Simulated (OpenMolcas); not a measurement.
A calculation on Ta2+.

- Program: OpenMolcas 26.06
- Method: RASSCF
- Basis: ANO-RCC-VQZP [9s8p6d4f3g2h]
- Scalar Hamiltonian: DKH2, point nucleus
- Active space: 9 electrons in 8 orbitals (RAS1 5p, at most 2 holes; RAS2 5d)
- State averaging: 2S+1 = 4 even, 10 roots; 2S+1 = 2 even, 40 roots
- Spin-orbit coupling: state interaction with AMFI integrals over the reference wave functions, term energies averaged over their components

Problem. Which level of the active space comes out lowest?

Solution. 5d3 4F 3/2, with 92 % of that term.

Problem. How high does 5d3 4F 5/2 lie?

Solution. 2614 cm-1 above the lowest level.

Problem. How high does 5d3 2P 1/2 lie?

Solution. 19073 cm-1 above the lowest level.

Problem. How high does 5d3 2H 11/2 lie?

Solution. 21721 cm-1 above the lowest level.

Problem. The level at 15968 cm-1 has J = 9/2. What is it made of, and what is its g factor?

Solution. 48 % 5d3 2H 9/2, 42 % 5d3 2G, 11 % 5d3 4F; g = 1.038, against 0.909 from Landé's formula for the pure leading term.

Without dynamic correlation excited terms often stand tens of per cent too high (terms of higher spin than the ground term too low), and those without a measured partner can miss by more than the paired ones. Active for correlation alone: 5p; no level in the range computed is led by a configuration that opens it, so any true level of that kind is missing. Levels of configurations outside the active space are missing.
